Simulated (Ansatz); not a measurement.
Consider the hydrogenolysis of a C–C bond: `C=CCCCCCC` + H₂ → `C=CCCC` + propane.

Isolated molecules relaxed with PBE0-D4/def2-TZVP in Ansatz; ΔE leaves out vibrations. CCSD(T)/CBS is the MP2 limit (def2-TZVPP, def2-QZVPP) plus CCSD(T) − MP2 in def2-TZVPP, frozen cores. This one scheme is used for every species. DFT in def2-TZVPP. B3LYP here is the variant with VWN-RPA as its local correlation; programs differ in this. HSE06 is defined as in plane-wave codes. Each species was taken in one conformer, which may not be the lowest.

```tsv
level	ΔE (kJ/mol)	difference from CCSD(T)/CBS
LDA (SPW92)	-57.1	4.1
PBE-D4	-63.3	-2.1
revPBE-D4	-56.2	5.0
r2SCAN-D4	-65.3	-4.1
B97M-V	-70.5	-9.3
PBE0-D4	-65.5	-4.3
B3LYP-D4	-67.5	-6.3
r2SCANh-D4	-66.0	-4.8
r2SCAN0-D4	-66.8	-5.6
HSE06-D4	-66.1	-4.9
BHLYP-D4	-71.2	-10.0
CAM-B3LYP-D4	-68.8	-7.6
ωB97X-V	-64.2	-3.0
ωB97M-V	-63.8	-2.6
B2PLYP	-74.4	-13.2
PBE-QIDH	-67.3	-6.1
PBE	-74.3	-13.1
BLYP	-85.6	-24.4
r2SCAN	-69.3	-8.1
PBE0	-75.4	-14.2
B3LYP	-84.0	-22.8
r2SCANh	-70.1	-8.9
r2SCAN0	-71.3	-10.1
HSE06	-75.4	-14.2
BHLYP	-83.7	-22.5
CAM-B3LYP	-79.0	-17.8
LC-ωPBE	-74.1	-12.9
HF/def2-SVP	-93.0	-31.8
MP2/def2-SVP	-58.6	2.6
CCSD(T)/def2-SVP	-62.8	-1.6
HF/def2-TZVPP	-93.1	-31.9
SCS-MP2/def2-TZVPP	-63.6	-2.4
CCSD/def2-TZVPP	-67.6	-6.4
CCSD(T)/def2-TZVPP	-62.0	-0.8
HF/def2-QZVPP	-93.1	-31.9
MP2/def2-QZVPP	-56.6	4.6
SCS-MP2/def2-QZVPP	-63.3	-2.1
HF/CBS(def2)	-93.0	-31.8
MP2/CBS(def2)	-56.3	4.9
CCSD/CBS(def2)	-66.7	-5.5
CCSD(T)/CBS	-61.2	0
```

Largest T1 diagnostic among the species: 0.009.

Leaving LDA and LC-ωPBE aside and taking each functional with its dispersion term where it has one, the values spread over 18.2 kJ/mol, from B2PLYP to revPBE-D4. LDA lies +17.2 kJ/mol from PBE without D4. In def2-TZVPP, CCSD(T) changes the Hartree–Fock value by +31.1 kJ/mol (the triples alone add +5.6 kJ/mol) and MP2 by +36.0 kJ/mol.
